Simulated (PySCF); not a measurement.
Isomers of C5H7FS.

All values: PBE0/pcSseg-1 (PySCF) at GFN2-xTB geometries, gas phase, one conformer each.

Problem. Rank by HOMO energy, lowest first.
A. `[CH3:1][S:2][CH2:3][C:4]#[C:5][CH2:6][F:7]` with C1–S2–C3–C4 65°
B. `[CH2:1]=[CH:2][CH2:3][C@:4]1([F:5])[CH2:6][S:7]1` with C1–C2–C3–C4 118°, C2–C3–C4–F5 70°
C. `[CH3:1][C@@H:2]1[CH2:3][C:4]([F:5])=[CH:6][S:7]1` with C1–C2–C3–C4 -98°, C2–C3–C4–F5 166°, C4–C6–S7–C2 10°, C1–C2–S7–C6 103°

Solution. B (-6.90 eV), A (-6.59 eV), C (-5.89 eV).

Problem. Rank by the highest IAO charge on any atom, highest value first.
A. `[CH3:1][S:2][CH2:3][C:4]#[C:5][CH2:6][F:7]` with C1–S2–C3–C4 65°
B. `[CH2:1]=[CH:2][CH2:3][C@:4]1([F:5])[CH2:6][S:7]1` with C1–C2–C3–C4 118°, C2–C3–C4–F5 70°
C. `C[C@@]1(F)CCC1=S`

Solution. C (+0.304 e), B (+0.258 e), A (+0.189 e).

All values together:

```json
{"SMILES": "C[C@@]1(F)CCC1=S", "μ (D)": "3.12", "HOMO (eV)": "-6.59", "LUMO (eV)": "-2.45", "lowest IAO charge (e)": "-0.434 (C)", "highest IAO charge (e)": "+0.304 (C)", "lowest Hirshfeld charge (e)": "-0.125 (C)", "highest Hirshfeld charge (e)": "+0.102 (C)"}
{"SMILES": "CSCC#CCF", "μ (D)": "0.41", "HOMO (eV)": "-6.59", "LUMO (eV)": "0.15", "lowest IAO charge (e)": "-0.507 (C)", "highest IAO charge (e)": "+0.189 (H)", "lowest Hirshfeld charge (e)": "-0.125 (F)", "highest Hirshfeld charge (e)": "+0.064 (H)"}
{"SMILES": "C=CC[C@]1(F)CS1", "μ (D)": "2.21", "HOMO (eV)": "-6.90", "LUMO (eV)": "-0.23", "lowest IAO charge (e)": "-0.343 (C)", "highest IAO charge (e)": "+0.258 (C)", "lowest Hirshfeld charge (e)": "-0.101 (C)", "highest Hirshfeld charge (e)": "+0.101 (C)"}
{"SMILES": "C[C@@H]1CC(F)=CS1", "μ (D)": "1.73", "HOMO (eV)": "-5.89", "LUMO (eV)": "0.38", "lowest IAO charge (e)": "-0.420 (C)", "highest IAO charge (e)": "+0.261 (C)", "lowest Hirshfeld charge (e)": "-0.127 (C)", "highest Hirshfeld charge (e)": "+0.069 (C)"}
```

Conformers: `[CH3:1][S:2][CH2:3][C:4]#[C:5][CH2:6][F:7]` with C1–S2–C3–C4 65°; `[CH2:1]=[CH:2][CH2:3][C@:4]1([F:5])[CH2:6][S:7]1` with C1–C2–C3–C4 118°, C2–C3–C4–F5 70°; `[CH3:1][C@@H:2]1[CH2:3][C:4]([F:5])=[CH:6][S:7]1` with C1–C2–C3–C4 -98°, C2–C3–C4–F5 166°, C4–C6–S7–C2 10°, C1–C2–S7–C6 103°.
